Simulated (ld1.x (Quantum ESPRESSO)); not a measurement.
**Reading a pseudo-wave (molybdenum (Mo))**

Columns: radius, all-electron u(r) and pseudo u(r) of the 4p shell (level -41.15 eV) of molybdenum in the configuration [Ar] 3d10 4s2 4p6 4d4 5s2 5p0; LDA (PZ), scalar-relativistic, TM scheme, ld1.x (Quantum ESPRESSO) 7.5.

```json
{"r (bohr)": "0.085", "all-electron": "0.3430", "pseudo": "0.0142"}
{"r (bohr)": "0.170", "all-electron": "-0.0612", "pseudo": "0.0563"}
{"r (bohr)": "0.255", "all-electron": "-0.4599", "pseudo": "0.1240"}
{"r (bohr)": "0.340", "all-electron": "-0.5285", "pseudo": "0.2139"}
{"r (bohr)": "0.425", "all-electron": "-0.3461", "pseudo": "0.3215"}
{"r (bohr)": "0.510", "all-electron": "-0.0505", "pseudo": "0.4407"}
{"r (bohr)": "0.595", "all-electron": "0.2601", "pseudo": "0.5649"}
{"r (bohr)": "0.680", "all-electron": "0.5320", "pseudo": "0.6862"}
{"r (bohr)": "0.765", "all-electron": "0.7432", "pseudo": "0.7967"}
{"r (bohr)": "0.850", "all-electron": "0.8902", "pseudo": "0.8888"}
{"r (bohr)": "0.935", "all-electron": "0.9787", "pseudo": "0.9559"}
{"r (bohr)": "1.020", "all-electron": "1.0186", "pseudo": "0.9944"}
{"r (bohr)": "1.105", "all-electron": "1.0207", "pseudo": "1.0036"}
{"r (bohr)": "1.190", "all-electron": "0.9948", "pseudo": "0.9857"}
{"r (bohr)": "1.275", "all-electron": "0.9496", "pseudo": "0.9461"}
{"r (bohr)": "1.360", "all-electron": "0.8921", "pseudo": "0.8912"}
{"r (bohr)": "1.445", "all-electron": "0.8275", "pseudo": "0.8273"}
{"r (bohr)": "1.530", "all-electron": "0.7598", "pseudo": "0.7598"}
{"r (bohr)": "1.615", "all-electron": "0.6919", "pseudo": "0.6919"}
{"r (bohr)": "1.700", "all-electron": "0.6258", "pseudo": "0.6258"}
{"r (bohr)": "1.785", "all-electron": "0.5629", "pseudo": "0.5629"}
{"r (bohr)": "1.870", "all-electron": "0.5039", "pseudo": "0.5039"}
{"r (bohr)": "1.955", "all-electron": "0.4494", "pseudo": "0.4494"}
{"r (bohr)": "2.040", "all-electron": "0.3993", "pseudo": "0.3993"}
{"r (bohr)": "2.125", "all-electron": "0.3539", "pseudo": "0.3539"}
{"r (bohr)": "2.210", "all-electron": "0.3129", "pseudo": "0.3129"}
```

(1) How many radial nodes do the two functions have?

(2) At about which radius was the pseudo-wave matched?

(3) Where does each function peak?

(4) Is the pseudo-wave norm-conserving?

Answers

(1) The all-electron 4p function has n − l − 1 = 2; the pseudo-wave has 0, since the states of the same l below it are removed with the core.

(2) 1.60 bohr. The columns agree to 0.0005 from 1.45 bohr on; several derivatives are matched, so the curves merge somewhat inside the radius.

(3) Outermost all-electron maximum near 1.10 bohr, pseudo maximum near 1.10 bohr (to the table’s step).

(4) Yes: the TM scheme keeps the norm inside the radius equal to the all-electron one, which fixes the energy derivative of the logarithmic derivative at the level.
